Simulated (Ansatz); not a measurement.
`FB1NCN1` + H₂ → `B1NCN1` + H–F  (hydrogenolysis of a B–F bond)

Gas-phase electronic energies from Ansatz, PBE0-D4/def2-TZVP geometries. CBS: MP2 limit from def2 TZ/QZ plus the TZ coupled-cluster correction, frozen cores. This one scheme is used for every species. DFT in def2-TZVPP. HSE06 is defined as in plane-wave codes.

`FB1NCN1`:

Cartesian coordinates in Å:
```
F -2.020 -0.066 1.357
B -0.922 -0.030 0.619
N 0.182 -0.924 0.476
C 0.734 0.024 -0.493
N -0.413 0.917 -0.320
H 0.265 -1.920 0.380
H 0.823 -0.376 -1.509
H 1.690 0.458 -0.178
H -0.338 1.918 -0.331
```

H₂:

Z-matrix (Å, degrees):
```
H
H 1 0.746
```

`B1NCN1`:

Cartesian coordinates in Å:
```
B 0.622 0.734 -0.616
N 0.516 -0.692 -0.587
C -0.477 -0.563 0.472
N -0.349 0.889 0.422
H 1.272 1.499 -1.258
H 1.159 -1.458 -0.669
H -1.469 -0.939 0.194
H -0.175 -0.999 1.432
H -1.098 1.529 0.610
```

H–F:

```xyz
2

F    -0.083   -0.351    0.286
H     0.083    0.351   -0.286
```

```
             level  ΔE (kJ/mol)  difference from CCSD(T)/CBS
            PBE-D4        111.4                          3.3
         revPBE-D4        111.4                          3.3
            B97M-V        124.5                         16.4
           PBE0-D4        110.7                          2.6
        r2SCANh-D4        120.4                         12.3
        r2SCAN0-D4        118.7                         10.6
          HSE06-D4        110.6                          2.5
           r2SCANh        120.1                         12.0
           r2SCAN0        118.4                         10.3
RPA@PBE/def2-TZVPP        109.3                          1.2
      MP2/def2-SVP        131.3                         23.2
    MP2/def2-TZVPP        112.6                          4.5
   CCSD/def2-TZVPP        111.2                          3.1
     HF/def2-QZVPP        117.0                          8.9
    MP2/def2-QZVPP        110.4                          2.3
    CCSD/CBS(def2)        107.5                         -0.6
       CCSD(T)/CBS        108.1                            0
```

Largest T1 diagnostic among the species: 0.013.

In def2-TZVPP, CCSD(T) changes the Hartree–Fock value by −5.4 kJ/mol (the triples alone add +0.6 kJ/mol) and MP2 by −4.6 kJ/mol. At CCSD(T), def2-SVP lies +19.4 kJ/mol from the extrapolated value and def2-TZVPP +3.7 kJ/mol. Leaving LDA and LC-ωPBE aside and taking each functional with its dispersion term where it has one, the values spread over 13.9 kJ/mol, from HSE06-D4 to B97M-V. LDA lies +4.5 kJ/mol from PBE without D4.
